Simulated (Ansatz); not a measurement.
Isolated molecules relaxed with PBE0-D4/def2-TZVP in Ansatz; ΔE leaves out vibrations. CBS: MP2 limit from def2 TZ/QZ plus the TZ coupled-cluster correction, frozen cores. This one scheme is used for every species. DFT in def2-TZVPP. For Ga outer-core shells are correlated without core-valence functions, which leaves a few kJ/mol of doubt a bond. Scalar relativity is left out up to krypton. One conformer a species, not always the lowest.

Consider the ligand exchange at a Ga–O bond: `C[O][Ga]([OH])[SH]` + `O[SiH3]` → `C[O][Ga]([SH])[O][SiH3]` + H₂O.

Task: Is it downhill or uphill in electronic energy at CCSD(T)/CBS, and by how much? (An estimate is asked.)

Result: Computed: Downhill: ΔE = -17.6 kJ/mol.

Task: What do these levels give: PBE-D4, r2SCAN-D4, PBE0-D4, B2PLYP, r2SCAN, HF/def2-TZVPP, MP2/def2-TZVPP, CCSD(T)/def2-TZVPP, HF/def2-QZVPP, SCS-MP2/def2-QZVPP, HF/CBS(def2), MP2/CBS(def2)? (An estimate is asked.)

Result: Ansatz gave: PBE-D4 -10.3, r2SCAN-D4 -11.8, PBE0-D4 -14.5, B2PLYP -11.1, r2SCAN -9.8, HF/def2-TZVPP -16.9, MP2/def2-TZVPP -16.1, CCSD(T)/def2-TZVPP -17.1, HF/def2-QZVPP -17.8, SCS-MP2/def2-QZVPP -16.4, HF/CBS(def2) -17.9, MP2/CBS(def2) -16.7 kJ/mol.

Largest T1 diagnostic among the species: 0.014.

From PBE to PBE0 (25 % exact exchange), in def2-TZVPP and without D4, ΔE moves by −4.5 kJ/mol. The D4 term adds −9.0 kJ/mol with B3LYP and −5.4 kJ/mol with PBE0; it sums over pairs of atoms, weighted by their polarisabilities, and B3LYP, whose exchange is more repulsive, gets the larger term.

B3LYP here is the variant with VWN-RPA as its local correlation; programs differ in this.
